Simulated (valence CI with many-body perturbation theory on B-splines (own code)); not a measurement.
Results of a calculation; reference values are marked as such.
Level structure of W⁵²⁺

Method: configuration interaction combined with many-body perturbation theory (CI+MBPT): four valence electrons over a frozen Dirac-Fock core [Ar], radial functions for each j: 7 s, 7 p, 8 d, 6 f, 4 g, 1 h, with the one-electron correlation potential Σ1 (screened to all orders), the two-electron term Σ2, the three-electron term Σ3, Breit, model QED; selected single and double excitations, second order for the rest, scaled by the run's own slope (own B-spline code, finite nucleus).

The last digits are not significant, and no measured levels were compared; by estimate large intervals hold to a few tenths of a per cent, small ones and those within an open d or f shell to about a per cent. The list stops below the first excitations out of the core. Only levels of the ground parity were solved; by the run's estimate the other parity begins above the list, which can be wrong where configurations are misplaced.

Levels 1 to 27 of 27, with energies above the lowest level, (3d3/2^4) J=0. "Leading %" is the weight of the configuration and term that name the level; weights of strongly mixed levels are sums over their largest components and can fall short, so below about 35 % the name and the second component can differ from the true leading terms, or belong to a minority configuration. In the jj column 3d3/2^4 stands for four electrons in 3d with j = 3/2.

```
No.  Configuration  Term  J  E (cm⁻¹)  Leading %               Leading jj      g
  1            3d4    3P  0         0         60           3d3/2^4 (99 %)       
  2            3d4    5D  1    516830         57     3d3/2^3 3d5/2 (99 %)  1.490
  3            3d4    3F  4    612820         28     3d3/2^3 3d5/2 (99 %)  1.060
  4            3d4    5D  2    638220         33     3d3/2^3 3d5/2 (95 %)  1.195
  5            3d4    3F  3    665590         31     3d3/2^3 3d5/2 (96 %)  1.112
  6            3d4    5D  0   1103600         67   3d3/2^2 3d5/2^2 (98 %)       
  7            3d4    5D  2   1108100         54   3d3/2^2 3d5/2^2 (96 %)  1.278
  8            3d4    3H  4   1126400         40   3d3/2^2 3d5/2^2 (98 %)  1.139
  9            3d4    5D  3   1142900         49   3d3/2^2 3d5/2^2 (95 %)  1.175
 10            3d4    3H  5   1172200         66  3d3/2^2 3d5/2^2 (100 %)  1.078
 11            3d4    1I  6   1194900         53  3d3/2^2 3d5/2^2 (100 %)  1.066
 12            3d4    3D  1   1214400         42   3d3/2^2 3d5/2^2 (97 %)  1.066
 13            3d4    3F  3   1239300         45   3d3/2^2 3d5/2^2 (98 %)  1.061
 14            3d4    3G  4   1242300         54   3d3/2^2 3d5/2^2 (99 %)  1.027
 15            3d4    3F  2   1258200         32   3d3/2^2 3d5/2^2 (98 %)  1.076
 16            3d4    3F  2   1360200         52   3d3/2^2 3d5/2^2 (97 %)  0.968
 17            3d4    3F  4   1403400         66   3d3/2^2 3d5/2^2 (98 %)  1.177
 18            3d4    1D  2   1505700         43   3d3/2^2 3d5/2^2 (95 %)  1.122
 19            3d4    3P  0   1633800         55   3d3/2^2 3d5/2^2 (86 %)       
 20            3d4    5D  4   1715900         39     3d3/2 3d5/2^3 (97 %)  1.162
 21            3d4    3F  3   1727100         42     3d3/2 3d5/2^3 (98 %)  1.194
 22            3d4    3D  1   1768800         48     3d3/2 3d5/2^3 (98 %)  1.004
 23            3d4    3G  5   1774700         66    3d3/2 3d5/2^3 (100 %)  1.133
 24            3d4    3H  6   1779100         53    3d3/2 3d5/2^3 (100 %)  1.077
 25            3d4    3F  2   1842900         46     3d3/2 3d5/2^3 (96 %)  1.058
 26            3d4    3D  3   1858800         37     3d3/2 3d5/2^3 (99 %)  1.085
 27            3d4    1S  0   1923600         75     3d3/2 3d5/2^3 (82 %)
```

The ionisation energy to 3d3 4F_3/2 of the next ion comes out as 4920.7 eV (NIST: 4927 ± 4 eV (semi-empirical)). All 27 levels together are meant to be complete up to 1940500 cm⁻¹.
